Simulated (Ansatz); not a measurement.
Ligand exchange: C3H7Br + NaNH2 → C3H9N + NaBr

Species: C3H7Br (2-bromopropane) `CC(C)Br`, singlet; NaNH2 `[NH2][Na]`, singlet; C3H9N (isopropylamine) `CC(C)N`, singlet; NaBr, singlet. The partners trade Br for NH2: C–Br and Na–NH2 bonds give way to C–NH2 and Na–Br.

Shapes, held fixed at every level: PBE0-D4/def2-TZVP. Flexible molecules stand in one conformer, not always the lowest. Programs: Ansatz 0.2.0. The zero-point and thermal change to 298 K, harmonic and unscaled (PBE0-D4/def2-TZVP), is +11.4 kJ/mol.

```json
{"level": "HF/def2-TZVPP", "kind": "Hartree–Fock", "ΔH(298 K) (kJ/mol)": "-255.8", "less CCSD(T)/def2-TZVPP": "-47.0"}
{"level": "PBE-D4/def2-TZVPP", "kind": "GGA", "ΔH(298 K) (kJ/mol)": "-197.0", "less CCSD(T)/def2-TZVPP": "+11.8"}
{"level": "r2SCAN-D4/def2-TZVPP", "kind": "meta-GGA", "ΔH(298 K) (kJ/mol)": "-212.8", "less CCSD(T)/def2-TZVPP": "-4.0"}
{"level": "BHLYP-D4/def2-TZVPP", "kind": "global hybrid", "ΔH(298 K) (kJ/mol)": "-227.2", "less CCSD(T)/def2-TZVPP": "-18.4"}
{"level": "r2SCAN0-D4/def2-TZVPP", "kind": "global hybrid", "ΔH(298 K) (kJ/mol)": "-225.0", "less CCSD(T)/def2-TZVPP": "-16.2"}
{"level": "MP2/def2-TZVPP", "kind": "perturbation theory", "ΔH(298 K) (kJ/mol)": "-203.4", "less CCSD(T)/def2-TZVPP": "+5.4"}
{"level": "CCSD/def2-TZVPP", "kind": "coupled cluster or CI", "ΔH(298 K) (kJ/mol)": "-215.4", "less CCSD(T)/def2-TZVPP": "-6.6"}
{"level": "CCSD(T)/def2-TZVPP", "kind": "coupled cluster or CI", "ΔH(298 K) (kJ/mol)": "-208.8", "less CCSD(T)/def2-TZVPP": "0.0"}
```

The highest level, CCSD(T)/def2-TZVPP, gives ΔH(298 K) = -208.8 kJ/mol; the levels span -255.8 to -197.0. The column of differences is taken from that level and isn't an error. No measured value is set beside it here. Relativity is left out for Br unless named. Correlated rows may include outer-core shells of Br, Na, which these sets cover unevenly.
